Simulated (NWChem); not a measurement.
System: cyclopentanone (C₅H₈O); SMILES C1CCCC1=O

Here is an NWChem input.

```
start job
memory heap 200 mb stack 900 mb global 1100 mb
geometry units angstroms
  O      0.000000     0.000000     2.124331
  C      0.000000     0.000000     0.922277
  C      0.123378     1.228339     0.028276
  C     -0.223981     0.734696    -1.373340
  C      0.223981    -0.734696    -1.373340
  C     -0.123378    -1.228339     0.028276
  H     -0.490840     2.054469     0.414622
  H      1.175342     1.561147     0.089351
  H      0.246657     1.323397    -2.173971
  H     -1.314412     0.790881    -1.531075
  H      1.314412    -0.790881    -1.531075
  H     -0.246657    -1.323397    -2.173971
  H     -1.175342    -1.561147     0.089351
  H      0.490840    -2.054469     0.414622
end
basis spherical
  * library def2-svp
end
dft
  xc becke88 lyp
  iterations 150
end
driver
  maxiter 120
end
task dft optimize
task dft freq
```

NWChem printed, in part:

```
             Northwest Computational Chemistry Package (NWChem) 7.3.0
             --------------------------------------------------------

 C2  symmetry detected

                             Geometry "geometry" -> ""
                             -------------------------

 Output coordinates in angstroms (scale by  1.889725989 to convert to a.u.)

  No.       Tag          Charge          X              Y              Z
 ---- ---------------- ---------- -------------- -------------- --------------
    1 O                    8.0000     0.00000000     0.00000000     2.12464848
    2 C                    6.0000     0.00000000     0.00000000     0.92259448
    3 C                    6.0000     0.12512287     1.22816249     0.02859348
    4 C                    6.0000    -0.22293706     0.73501345    -1.37302252
    5 C                    6.0000     0.22293706    -0.73501345    -1.37302252
    6 C                    6.0000    -0.12512287    -1.22816249     0.02859348
    7 H                    1.0000    -0.48792090     2.05516422     0.41493948
    8 H                    1.0000     1.17755860     1.55947572     0.08966848
    9 H                    1.0000     0.24853678     1.32304526    -2.17365352
   10 H                    1.0000    -1.31328714     0.79274747    -1.53075752
   11 H                    1.0000     1.31328714    -0.79274747    -1.53075752
   12 H                    1.0000    -0.24853678    -1.32304526    -2.17365352
   13 H                    1.0000    -1.17755860    -1.55947572     0.08966848
   14 H                    1.0000     0.48792090    -2.05516422     0.41493948

 Effective nuclear repulsion energy (a.u.)     235.7889191046

      Symmetry information
      --------------------

 Group name             C2
 Group number              4
 Group order               2
 No. of unique centers     8

                                Z-matrix (autoz)
                                --------

 Units are Angstrom for bonds and degrees for angles

[...]

      ----------------------
      Optimization converged
      ----------------------

  Step       Energy      Delta E   Gmax     Grms     Xrms     Xmax
  ---- ---------------- -------- -------- -------- -------- --------
@    4    -270.24713984 -7.2D-07  0.00007  0.00002  0.00045  0.00088
                                     ok       ok       ok       ok

                                Z-matrix (autoz)
                                --------

 Units are Angstrom for bonds and degrees for angles

[...]

 Rotational Constants
 --------------------
 A=   0.216610 cm-1  (  0.311646 K)
 B=   0.109149 cm-1  (  0.157037 K)
 C=   0.078372 cm-1  (  0.112757 K)

 Temperature                      =   298.15K
 frequency scaling parameter      =   1.0000

 Zero-Point correction to Energy  =   73.307 kcal/mol  (  0.116822 au)
 Thermal correction to Energy     =   76.897 kcal/mol  (  0.122543 au)
 Thermal correction to Enthalpy   =   77.489 kcal/mol  (  0.123487 au)

 Total Entropy                    =   74.062 cal/mol-K
   - Translational                =   39.183 cal/mol-K (mol. weight =  84.0575)
   - Rotational                   =   24.880 cal/mol-K (symmetry #  =        2)
   - Vibrational                  =    9.999 cal/mol-K

 Cv (constant volume heat capacity) =   21.587 cal/mol-K
   - Translational                  =    2.979 cal/mol-K
   - Rotational                     =    2.979 cal/mol-K
   - Vibrational                    =   15.629 cal/mol-K

[normal modes left out]

 ----------------------------------------------------------------------------
 Normal Eigenvalue ||           Projected Infra Red Intensities
  Mode   [cm**-1]  || [atomic units] [(debye/angs)**2] [(KM/mol)] [arbitrary]
 ------ ---------- || -------------- ----------------- ---------- -----------
    1        0.000 ||    0.000749           0.017         0.731       0.584
    2        0.000 ||    0.000674           0.016         0.657       0.525
    3        0.000 ||    0.000149           0.003         0.146       0.116
    4        0.000 ||    0.001729           0.040         1.685       1.347
    5        0.000 ||    0.000029           0.001         0.028       0.022
    6        0.000 ||    0.000087           0.002         0.085       0.068
    7       95.170 ||    0.004603           0.106         4.487       3.587
    8      227.715 ||    0.000165           0.004         0.160       0.128
    9      432.965 ||    0.001719           0.040         1.676       1.340
   10      456.714 ||    0.003801           0.088         3.706       2.962
   11      544.611 ||    0.004737           0.109         4.618       3.691
   12      567.376 ||    0.002933           0.068         2.859       2.285
   13      678.495 ||    0.001557           0.036         1.518       1.213
   14      776.781 ||    0.002307           0.053         2.249       1.798
   15      811.531 ||    0.013433           0.310        13.095      10.468
   16      866.467 ||    0.000211           0.005         0.206       0.165
   17      891.882 ||    0.000850           0.020         0.829       0.663
   18      926.852 ||    0.000018           0.000         0.018       0.014
   19      937.751 ||    0.008890           0.205         8.667       6.928
   20      997.792 ||    0.000615           0.014         0.599       0.479
   21     1094.576 ||    0.085041           1.962        82.902      66.270
   22     1115.149 ||    0.002169           0.050         2.115       1.691
   23     1125.643 ||    0.000289           0.007         0.282       0.225
   24     1171.086 ||    0.000025           0.001         0.024       0.019
   25     1201.055 ||    0.002694           0.062         2.626       2.099
   26     1242.179 ||    0.005491           0.127         5.353       4.279
   27     1253.470 ||    0.000482           0.011         0.470       0.375
   28     1292.110 ||    0.001336           0.031         1.302       1.041
   29     1293.028 ||    0.006498           0.150         6.334       5.063
   30     1377.511 ||    0.000544           0.013         0.531       0.424
   31     1377.850 ||    0.016174           0.373        15.767      12.604
   32     1427.445 ||    0.003279           0.076         3.197       2.556
   33     1440.342 ||    0.000869           0.020         0.847       0.677
   34     1779.381 ||    0.208001           4.799       202.769     162.088
   35     2946.327 ||    0.006412           0.148         6.251       4.997
   36     2946.889 ||    0.006338           0.146         6.179       4.939
   37     2955.990 ||    0.022660           0.523        22.090      17.658
   38     2961.487 ||    0.041697           0.962        40.648      32.493
   39     3015.897 ||    0.021613           0.499        21.070      16.843
   40     3020.042 ||    0.028638           0.661        27.917      22.316
   41     3026.629 ||    0.006392           0.147         6.231       4.981
   42     3027.114 ||    0.023068           0.532        22.488      17.976
 ----------------------------------------------------------------------------
```

Level: BLYP/def2-SVP.
